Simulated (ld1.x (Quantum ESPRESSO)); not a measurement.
# PBE ultrasoft dataset for germanium, scalar-relativistic all-electron reference.

The input file (ld1.x (Quantum ESPRESSO) 7.5):

```
&input
   title='Ge', zed=32., rel=1, dft='PBE', iswitch=3,
   config='[Ar] 3d10 4s2 4p0 4f-2',
   nld=4, rlderiv=1.70, eminld=-16.0, emaxld=5.0, deld=0.04
 /
 &inputp
   pseudotype=3, tm=.true., lloc=-2, rcloc=1.50,
   nlcc=.true., new_core_ps=.true., rcore=0.95,
   file_pseudopw='Ge.UPF', file_wfcaegen='ae.wfc', file_wfcncgen='nc.wfc', file_beta='beta', file_chi='chi', file_wfcusgen='us.wfc'
 /
7
3S  1  0   2.00   0.00  0.95  1.05  0.0
4S  2  0   2.00   0.00  0.95  1.05  0.0
3P  2  1   6.00   0.00  0.90  1.15  0.0
4P  3  1   0.00   0.00  0.90  1.15  0.0
3D  3  2  10.00   0.00  1.20  1.50  0.0
3D  3  2   0.00  -3.10  1.20  1.50  0.0
4F  4  3  -2.00   0.25  1.35  1.55  0.0
 &test
   configts(1)='3s2 3p6 3d10 4s2 4p0'
 /
```

Command:

```bash
ld1.x < Ge.in > Ge.out
```

Output (shortened: banner, matrices, multipoles, cross overlaps and the repeated all-electron block are left out):

```
[... start of the log left out ...]
       (This warning will only be printed once per wavefunction)

       Zero norm: self consistency problem; state:  4 (l=  0, j=0.0)

     ------------------- End of pseudopotential generation -------------------

     Computing logarithmic derivative in   1.69559

       Warning: n=1, l=0 expected 0 nodes, found 1
       Setting wfc to zero for this iteration
       (This warning will only be printed once per wavefunction)

       Warning: n=2, l=1 expected 0 nodes, found 1
       Setting wfc to zero for this iteration
       (This warning will only be printed once per wavefunction)

       Warning: n=3, l=2 expected 0 nodes, found 1
       Setting wfc to zero for this iteration
       (This warning will only be printed once per wavefunction)

       Zero norm: self consistency problem; state:  3 (l=  2, j=0.0)
       Zero norm: self consistency problem; state:  1 (l=  0, j=0.0)
       Zero norm: self consistency problem; state:  2 (l=  1, j=0.0)
       Zero norm: self consistency problem; state:  3 (l=  2, j=0.0)
       Zero norm: self consistency problem; state:  4 (l=  0, j=0.0)
       Zero norm: self consistency problem; state:  3 (l=  2, j=0.0)
       Zero norm: self consistency problem; state:  1 (l=  0, j=0.0)
       Zero norm: self consistency problem; state:  2 (l=  1, j=0.0)
       Zero norm: self consistency problem; state:  3 (l=  2, j=0.0)

 %%%%%%%%%%%%%%%%%%%%%%%%%%%%%%%%%%%%%%%%%%%%%%%%%%%%%%%%%%%%%%%%%%%%%%%%%%%%%%
     Error in routine chargeps (1):
     negative rho
 %%%%%%%%%%%%%%%%%%%%%%%%%%%%%%%%%%%%%%%%%%%%%%%%%%%%%%%%%%%%%%%%%%%%%%%%%%%%%%

     stopping ...
```

The run stopped because the pseudo-density turned negative during the self-consistent test, most likely because a state had been found with a wrong node count and its wave set to zero before.

The run took about 0.7 s on one core of a shared server CPU.
